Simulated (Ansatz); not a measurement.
Species: CBrF2, net charge 1, singlet state. 
Geometry from a B3LYP-D3(BJ)/def2-TZVP (Ansatz, an electronic-structure program) optimisation:
```xyz
4

F     -1.5580    -1.0136    -0.0206
C     -0.8547     0.0255    -0.0189
F     -1.4943     1.1047    -0.0467
Br     0.9314    -0.0278     0.0205
```
Charge +1, spin multiplicity 1.

Parts of the frozen-core correlation energy in STO-3G (Ansatz, hartree). Frozen orbitals: 17; correlated occupied orbitals by spin: 12 and 12; virtual: 4 and 4. No spin-orbit coupling. No relativistic terms.

```csv
term,value
reference (HF),-2777.86859
MP2 opposite-spin,-0.10007
MP2 same-spin,-0.03205
CCSD correlation,-0.14743
(T),-0.01100
FCI minus CCSD(T),-0.00124
T1 diagnostic,0.017
largest doubles amplitude,0.065
```
